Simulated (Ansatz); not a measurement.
The first iterations of a band of H₄O₂Sn (7 atoms, charge 0, multiplicity 1).

Level of theory: RKS r2SCAN-D4/def2-SVP in Ansatz 0.2.0.

- movable images: 7
- climbing image: yes
- spring: 5.0 eV/Å²
- optimiser: quadratic models (default)
- start path: through a guess of the saddle point
- force threshold: 0.05 eV/Å
- iteration limit: 60
- end points: relaxed

Image 0:

```xyz
7
Properties=species:S:1:pos:R:3
O -1.580 -0.588 -0.361
Sn -0.021 0.467 0.291
O 1.506 -0.766 0.611
H -1.612 -0.625 -1.327
H 0.396 1.632 -0.905
H -0.435 1.008 1.846
H 1.808 -1.198 -0.200
```

Image 8:

```xyz
7
Properties=species:S:1:pos:R:3
O -1.185 -0.370 -0.522
Sn -0.424 1.328 0.435
O 1.334 -0.098 -0.343
H -1.635 -0.136 -1.346
H 0.510 -0.596 -0.636
H -0.219 0.419 1.966
H 1.680 -0.615 0.401
```

| iteration | highest image above the first end (eV) | largest band force component (eV/Å) |
| --- | --- | --- |
| 1 | 17.315 | 78.025 |
| 2 | 4.149 | 16.020 |
| 3 | 2.114 | 10.453 |
| 4 | 1.682 | 5.111 |
| 5 | 1.867 | 8.235 |
| 6 | 1.823 | 2.146 |
| 7 | 1.399 | 3.342 |

**Question.** Does the band converge within its limit, and where does its top end?

**Answer.** It converged. It ended after 22 iterations with the highest image 1.741 eV above the first end. The profile has 2 maxima (images 2, 6) with wells between them (image 5): this band takes more than one step, which may be the mechanism or a detour left from its start path. Neighbouring images differ by up to 1.7 eV, so the band resolves the path poorly. A vibrational analysis at the climbing image gives one clearly imaginary mode, 1124i cm⁻¹: a first-order saddle point. The orbitals stay closed-shell, which can raise the energy where a bond breaks towards radicals; this wasn't checked here.

Run time: 2.9 min on 2 threads of Intel(R) Xeon(R) Platinum 8488C (Sapphire Rapids), on a shared host, peak memory 0.18 GiB.
